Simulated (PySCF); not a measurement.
# Hartree-Fock beside MP2: AlGeH2O anion

All numbers below are calculated, not measured. They come from PySCF 2.14.0, an open-source quantum chemistry program, on an isolated molecule that a program drew, which may never have been made. The molecule is AlGeH2O anion (charge -1, singlet), drawn as the SMILES string `[O]=[Al][GeH2-]`.

The geometry was optimised and harmonic frequencies were computed with HF and MP2, all in the aug-cc-pV(D+d)Z basis, for the commonest isotopes, with a restricted reference for singlets and an unrestricted one otherwise, and a frozen core in MP2. Germanium has the aug-cc-pVDZ-PP basis, with a core potential (ECP10MDF) in place of its 10 inner electrons, and its 3s, 3p and 3d shells are frozen in MP2. Each result is a local minimum of its method.

Geometry at the HF minimum:
```xyz
5
AlGeH2O anion, angstrom
O    -0.3069    3.6539   -2.1319
Al   -0.0313    2.3874   -1.1922
Ge    0.6271    0.4185    0.2872
H    -0.4895    0.8290    1.3530
H    -0.3269   -0.5484   -0.5534
```

Lengths of the bonds as drawn, in Å (atoms numbered as above):
| bond | HF | MP2 |
|---|---|---|
| O1-Al2 | 1.601 | 1.661 |
| Al2-Ge3 | 2.549 | 2.524 |
| Ge3-H4 | 1.597 | 1.608 |
| Ge3-H5 | 1.597 | 1.608 |

Rotational constants, in GHz:
| constant | HF | MP2 |
|---|---|---|
| A | 97.79 | 95.53 |
| B | 1.688 | 1.683 |
| C | 1.686 | 1.682 |

Harmonic frequencies in cm^-1, each column in rising order, so a row needn't be the same motion in every method:
| rank | HF | MP2 |
|---|---|---|
| 1 | 149 | 128 |
| 2 | 150 | 130 |
| 3 | 227 | ? |
| 4 | 531 | 447 |
| 5 | 553 | 496 |
| 6 | 951 | 883 |
| 7 | 1108 | 944 |
| 8 | 1877 | 1844 |
| 9 | 1887 | 1845 |

**Estimate the missing MP2 frequency from the HF column.**

A single factor s that minimises the squared misfit of MP2 against s times HF over the other rows is sum(HF x MP2) / sum(HF^2) = 0.9523, with an rms misfit of 54 cm^-1. For rank 3 it gives 0.9523 x 227 = 216 cm^-1. The calculation gives 240 cm^-1, 24 cm^-1 above the estimate. The drawn bonds are on average 1.0 % longer in MP2 than in HF.
